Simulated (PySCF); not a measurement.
(2R)-2-ethyloxetane (C5H10O), SMILES CC[C@@H]1CCO1.

The structure is a stationary point at B3LYP-D3(BJ)/def2-SVP. One conformer was computed; it need not be the lowest.

Two levels are set side by side: TDA-PBE/def2-SVPD (PySCF) and TDA-B3LYP/def2-SVPD (PySCF). Vertical, same geometry. The lowest singlet is HOMO→LUMO 98 % with PBE and HOMO→LUMO 93 % with the other functional; states are paired by order. Differences are taken from unrounded values.

| quantity | TDA-B3LYP |
|---|---|
| lowest singlet excitation (eV) | 6.57 |
| lowest triplet excitation (TDA) (eV) | 6.42 |

Problem. What does TDA-PBE give, and how far is it from TDA-B3LYP? (An estimate is asked for; the answer gives what the named calculation found.)

Solution. 
```tsv
quantity	TDA-PBE	TDA-PBE minus TDA-B3LYP
lowest singlet excitation (eV)	5.80	-0.77
lowest triplet excitation (TDA) (eV)	5.67	-0.75
```

Functionals without exact exchange tend to place singlet excitations lower, as here. Differences between two approximate levels are no errors against the true value.

Rough cost on one machine, each run with all the roots and properties that it gave: TDA-B3LYP against TDA-PBE about 2 times.
